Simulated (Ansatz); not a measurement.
CH4F2OSi, SMILES `OC(F)(F)[SiH3]`. The species carries charge 0 and has multiplicity 1. Geometry: relaxed with PBE0-D4/def2-TZVP. It is one conformer, not always the lowest.

```xyz
9

O     0.565   -1.534   -0.006
C     0.320   -0.313   -0.531
F    -0.414   -0.435   -1.681
F     1.494    0.264   -0.941
Si   -0.587    0.821    0.737
H     1.019   -2.074   -0.668
H    -0.809    2.126    0.073
H     0.284    0.969    1.926
H    -1.872    0.177    1.091
```

Problem. What is the dipole moment at ωB97M-V/def2-TZVPP? (Estimate.)

Solution. Ansatz gave: 0.79 D, with components (-0.11, -0.41, 0.67) D in this frame, pointing from negative to positive charge.

Problem. And with PBE, r2SCAN, B3LYP? (Best estimate.)

Solution. The calculation gave: PBE 0.71 D, r2SCAN 0.75 D, B3LYP 0.79 D.

Problem. Give the Mulliken charges with ωB97M-V, PBE, B3LYP in def2-TZVPP. (Estimate.)

Solution. Computed: 
| atom | ωB97M-V | PBE | B3LYP |
| --- | --- | --- | --- |
| O1 | -0.27 | -0.25 | -0.29 |
| C2 | 0.34 | 0.30 | 0.40 |
| F3 | -0.20 | -0.16 | -0.21 |
| F4 | -0.20 | -0.16 | -0.21 |
| Si5 | 0.15 | 0.18 | 0.25 |
| H6 | 0.19 | 0.19 | 0.19 |
| H7 | 0.00 | -0.03 | -0.04 |
| H8 | -0.01 | -0.03 | -0.04 |
| H9 | -0.01 | -0.03 | -0.04 |

B3LYP here is the variant with VWN-RPA as its local correlation; programs differ in this.
